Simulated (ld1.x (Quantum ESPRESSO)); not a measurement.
# What one change does to a pseudopotential (Au, TM)

- Element: gold (Au)
- Generator: ld1.x (Quantum ESPRESSO) 7.5
- Type: norm-conserving Troullier–Martins (Kleinman–Bylander form)
- Functional: BP86
- Relativity: scalar-relativistic
- Frozen core: [Xe] 4f14
- Valence charge: 11
- Reference configuration: 5d10 6s0 6p0 (charge +1)
- Partial waves: 6s (bound, empty): rc 1.70 bohr; 6p (bound, empty): rc 2.95 bohr; 5d (bound): rc 1.55 bohr
- Local potential: all-electron potential smoothed inside 1.20 bohr (lloc = -1)
- Core correction: Bessel-smoothed model core, default radius (core density twice the valence density)

Change: local potential all-electron potential smoothed inside 1.95 bohr (lloc = -2).

Cutoffs: the cutoffs (Ry, on a coarse ladder) from which the occupation-weighted sum of valence levels, in a spherical-Bessel basis at the reference potential, stays within 10 and 1 mRy of its value at 400 Ry; they do not see the model core or the augmentation charge, which bear on the density cutoff. Errors are all-electron minus pseudo energies relative to the spin-unpolarised reference configuration.

Q: How do hardness, ghosts and transferability respond?

A: The potential gets neither clearly harder nor softer (45 Ry and 70 Ry → 45 Ry and 70 Ry); the bound ghost in p, s disappears; of the 7 tests that both files solve, the error grows in 2 and shrinks in 1 by more than 15 % and 0.3 meV (median size 25.9 → 26.9 meV); the range in which the d phases agree narrows (upper end at the end of the scan → 0.7). In the separable form a ghost depends on how the local part lies against the semilocal potential of the channel, so the choice of the local part can create or remove one.

| quantity | base | changed |
| --- | --- | --- |
| cutoff, loose | 45 Ry | 45 Ry |
| cutoff, tight | 70 Ry | 70 Ry |
| bound ghosts | s, p | none |
| error for 5d10 6s1 6p0, meV [ΔE -9.58 eV] | -1.5 | -1.0 |
| error for 5d9 6s0 6p0, meV [ΔE 21.33 eV] | -34 | -45 |
| error for 5d8 6s0 6p0, meV [ΔE 55.32 eV] | -189 | -246 |
| error for 5d10 6s0 6p1, meV [ΔE -4.25 eV] | -1.2 | -1.0 |
| error for 5d9 6s2 6p0, meV [ΔE -7.93 eV] | -47 | -51 |
| error for 5d9 6s1 6p0, meV [ΔE 2.68 eV] | -26 | -27 |
| error for 5d10 6s0.5 6p0, meV [ΔE -5.72 eV] | +0.6 | +0.6 |
| s: phases at 3.20 bohr within 0.05 rad from the reference energy up to (Ry; the scan ends near 5) | 0.2 | -0.1 |
| p: phases at 3.20 bohr within 0.05 rad from the reference energy up to (Ry; the scan ends near 5) | 1.5 | 1.1 |
| d: phases at 3.20 bohr within 0.05 rad from the reference energy up to (Ry; the scan ends near 5) | to the end of the scan | 0.7 |

Base: These tests converged, but a pseudo level misses the all-electron one widely, so the file describes the atom poorly there or has found another state: 5d8 6s0 6p0: empty 6p by 7.0 eV. A true bound ghost makes a file unfit for plane-wave use even where its test errors are small: the radial tests pick states by their node count and pass the ghost by.
